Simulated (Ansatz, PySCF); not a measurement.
Gas-phase reaction (SMILES): [OH][Al]([OH])[OH] + F (HF) → [OH][Al]([OH])[F] + O (H2O); hydrogen fluoride cleaves one Al-O bond, a model of a ligand-exchange step.

Each molecule is optimised on its own at B3LYP-D3(BJ)/def2-TZVP (Ansatz, a quantum-chemistry and plane-wave program), one conformer each, not searched for the lowest. Valence correlation only, unless marked. Spin-orbit coupling is left out. No relativistic terms. Basis-set limits of correlation are two-point, X^-3; Hartree-Fock from the larger set (for Q and 5 zeta extrapolated as (X+1)exp(-9√X)). Thermal terms are rigid-rotor harmonic-oscillator values from B3LYP-D3(BJ) frequencies (Ansatz or PySCF) at 298.15 K and 1 atm. 1 Eh = 627.5095 kcal/mol.

```csv
species,"E, CCSD(T)/CBS(cc-pV(Q+d)Z,cc-pV(5+d)Z) (Ansatz) (Eh)","E, r2SCAN-D4/def2-TZVPD (Ansatz + dftd4) (Eh)",H - E (Eh)
[OH][Al]([OH])[OH],-469.52289,-470.06718,0.04799
F (HF),-100.39528,-100.44728,0.01259
[OH][Al]([OH])[F],-493.55796,-494.10799,0.03620
O (H2O),-76.37670,-76.42298,0.02495
```

### Question
Work out ΔE and ΔH at 298.15 K at the first level, then ΔH at the second.

### Answer

1. ΔE = [(-493.55796) + (-76.37670)] - [(-469.52289) + (-100.39528)] = -0.01649 Eh = -10.3 kcal/mol at CCSD(T)/CBS(cc-pV(Q+d)Z,cc-pV(5+d)Z).
2. The terms H - E add up to 0.00057 Eh, so ΔH = (-0.01649 + (0.00057))×627.5095 = -10.0 kcal/mol.
3. At r2SCAN-D4/def2-TZVPD the same steps give ΔE = -10.4 and ΔH = -10.0 kcal/mol, a shift of +0.0 from the first level.
4. These values are not checked against measurement here, since the tables used lack a sound gas-phase enthalpy of formation for at least one species.
